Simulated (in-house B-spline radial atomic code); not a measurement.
# Er+: [Ar] (3d3/2)3 (3d5/2)6 4s2 4p6 4d10 4f12 5s2 5p6 6s2 (with a hole in an inner shell)

Level of theory: Dirac-Kohn-Sham LDA VWN5, spherical fractional occupations, Fermi nucleus of rms radius 5.2516 fm; calculated with a B-spline radial code for spherical atoms.

Effective charges: Z_r = [3n² - l(l+1)]/(2<r>) from the radius, Z_e = n√(-2ε) from the energy, and Slater's rules. Values are occupation-weighted means over j. An effective charge above Z reflects the relativistic contraction of the inner shells.

```tsv
shell	electrons	ε (eV)	<r> (bohr)	Z_r	Z_e	Slater
1s	2	-57321	0.02039	73.58	64.91	67.70
2s	2	-9689.9	0.08591	69.84	53.37	63.85
2p	6	-8628.1	0.0763	65.53	50.36	63.85
3s	2	-2202.7	0.2241	60.24	38.17	56.75
3p	6	-1875.7	0.2226	56.15	35.22	56.75
3d	9	-1446.2	0.2025	51.86	30.93	47.20
4s	2	-445.76	0.5043	47.60	22.90	41.10
4p	6	-336.44	0.5331	43.15	19.89	41.10
4d	10	-185.06	0.5748	36.53	14.75	29.85
5s	2	-65.043	1.228	30.53	10.93	13.05
5p	6	-38.941	1.442	25.31	8.46	13.05
4f	12	-20.285	0.7431	24.22	4.88	19.15
6s	2	-10.909	3.347	16.13	5.37	3.85
```

The least bound orbital is 6s1/2 at -10.91 eV, and it is also the most diffuse (<r> = 3.347 bohr). The part-filled 3d shell lies below the filled 6s shell in orbital energy.

For the 1s electron the small component carries 6.47 % of the norm, the zero-frequency Breit interaction raises the level by 183.9 eV, self-energy by 111.8 eV, and vacuum polarisation lowers it by 19.34 eV.
